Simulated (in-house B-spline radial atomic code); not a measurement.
Ga⁺. Computed with a B-spline radial atomic code. Model: non-relativistic spherical atom: semilocal Troullier-Martins pseudo-atom, one channel per l, against all electrons, high spin, G0W0 and RPA with empty states to l = 8, local potential for every l without a channel, a model core (radius 0 = none) keeps its share of the functional.

What the tables leave out is listed at the end.

The pseudopotential gives back the lowest level of each angular momentum of its own functional in the configuration it was made in; a second state of the same l is only approximately right. Exact exchange, RPA and GW see the smooth pseudo-orbitals and miss the exchange with the core, for which the functional's share stands in. The column with an uncorrelated core keeps all orbitals and exact exchange, and so separates missing core correlation from pseudisation. Only the three outermost levels and the lowest empty one were computed. RPA here is direct RPA, with no exchange kernel, and its energies carry an (l + 1/2)⁻⁴ tail. A hybrid on a potential with a model core restores only its own semilocal share of the core's exchange.

Command:
```bash
python run_psgw.py task.json out
```
Settings (lengths in bohr, energies in hartree):
```
Z                      31
electrons              30
configuration          [Ar] 3d10 4s2
generated_in           [Ar] 3d10 4s2 4p1
functional             lda,vwn
core_shells            4
radius_factor          0.9
core_correction        False
ion_configuration      [Ar] 3d10 4s1
```

Run time, properties included: 68 s on 1 thread of Arm Neoverse N1, with other jobs on the host.

Given: made with LDA VWN5; model core radius 0 bohr; local radius 0.692 bohr; mean-field start LDA VWN5.

Valence shells of the generating configuration: 3p, 3d, 4s, 4p.

Channel: s 1.726, p 0.509, d 1.431 (radii in bohr).

Computed: largest level miss in the spin-unpolarised generating configuration 0.017 eV; valence RPA correlation energy all-electron orbitals -1.3172 hartree; valence RPA correlation energy pseudo -1.3799 hartree; all-electron RPA polarisability, core included 14.387 bohr³; pseudo-atom RPA polarisability 14.392 bohr³; ionisation by mean-field pseudo minus all 0.01 eV; ionisation by RPA pseudo minus all 0.91 eV.

```json
{"level": "4s", "occupied": "1", "mean-field all-electron (eV)": "-16.356", "mean-field pseudo minus all (eV)": "-0.01", "G0W0 all-electron (eV)": "-20.524", "G0W0 uncorrelated core minus all (eV)": "-0.075", "G0W0 pseudo minus all (eV)": "-0.915", "exchange self-energy all-electron (eV)": "-14.461", "exchange self-energy pseudo (eV)": "-14.403"}
{"level": "4p (empty)", "occupied": "0", "mean-field all-electron (eV)": "-9.3227", "mean-field pseudo minus all (eV)": "-0.035", "G0W0 all-electron (eV)": "-6.0903", "G0W0 uncorrelated core minus all (eV)": "0", "G0W0 pseudo minus all (eV)": "0.064", "exchange self-energy all-electron (eV)": "-4.0558", "exchange self-energy pseudo (eV)": "-3.478"}
```

Question: What is the ionisation by mean-field all-electron?

Answer: 20.794 eV.

Question: What is the ionisation by RPA all-electron?

Answer: 20.59 eV.

Given: mean-field start PBE0.

Computed: valence RPA correlation energy pseudo -1.3269 hartree; all-electron RPA polarisability, core included 13.449 bohr³; pseudo-atom RPA polarisability 12.906 bohr³; ionisation by mean-field all-electron 20.095 eV; ionisation by RPA all-electron 20.417 eV; ionisation by RPA pseudo minus all 0.906 eV.

| level | occupied | mean-field all-electron (eV) | mean-field pseudo minus all (eV) | G0W0 all-electron (eV) | G0W0 uncorrelated core minus all (eV) | G0W0 pseudo minus all (eV) | exchange self-energy all-electron (eV) | exchange self-energy pseudo (eV) |
| --- | --- | --- | --- | --- | --- | --- | --- | --- |
| 4s | 1 | -16.922 | -0.214 | -20.399 | -0.067 | -0.914 | -14.087 | -14.468 |
| 3d | 1 | -31.403 | 0.184 | -37.068 | 0.084 | 1.207 | -57.677 | -49.193 |
| 4p (empty) | 0 | -8.2048 | 0.084 | -6.1214 | 0 | 0.138 | -3.6334 | -3.1118 |

Question: What is the ionisation by mean-field pseudo minus all?

Answer: 0.255 eV.

Question: What is the valence RPA correlation energy all-electron orbitals?

Answer: -1.2543 hartree.

Given: mean-field start Hartree-Fock.

Computed: valence RPA correlation energy all-electron orbitals -1.1161 hartree; all-electron RPA polarisability, core included 11.323 bohr³; ionisation by mean-field all-electron 18.449 eV; ionisation by mean-field pseudo minus all 1.232 eV; ionisation by RPA all-electron 19.993 eV; ionisation by RPA pseudo minus all 0.985 eV.

| level | occupied | mean-field all-electron (eV) | mean-field pseudo minus all (eV) | G0W0 all-electron (eV) | G0W0 uncorrelated core minus all (eV) | G0W0 pseudo minus all (eV) | exchange self-energy all-electron (eV) | exchange self-energy pseudo (eV) |
| --- | --- | --- | --- | --- | --- | --- | --- | --- |
| 4s | 1 | -18.723 | -1.292 | -20.129 | -0.052 | -0.933 | -13.278 | -15.309 |
| 3d | 1 | -40.684 | 1.977 | -38.202 | 0.083 | 1.577 | -58.21 | -49.36 |
| 4p (empty) | 0 | -5.304 | 0.346 | -6.0565 | 0 | 0.399 | -2.6072 | -2.1123 |

Question: What is the pseudo-atom RPA polarisability?

Answer: 9.2483 bohr³.

Question: What is the valence RPA correlation energy pseudo?

Answer: -1.208 hartree.

Among the listed levels the largest G0W0 shift of the pseudo-atom is +1.58 eV, for 3d on the Hartree-Fock start, while leaving the core uncorrelated moves that level by +0.08 eV. So pseudisation and the lost core exchange, not the missing core correlation, make the error. Not in the tables (levels of low weight, unsolved or above zero; the highest and the empty levels are kept at any weight): on LDA the G0W0 levels 3d (pseudo minus all +0.73 eV, weights 0.74 and 0.71), 3p (pseudo minus all +3.41 eV, weights 0.27 and 0.25); on PBE0 the G0W0 levels 3p (pseudo minus all +2.61 eV, weights 0.29 and 0.48); on Hartree-Fock the G0W0 levels 3p (pseudo minus all +3.82 eV, weights 0.45 and 0.69).
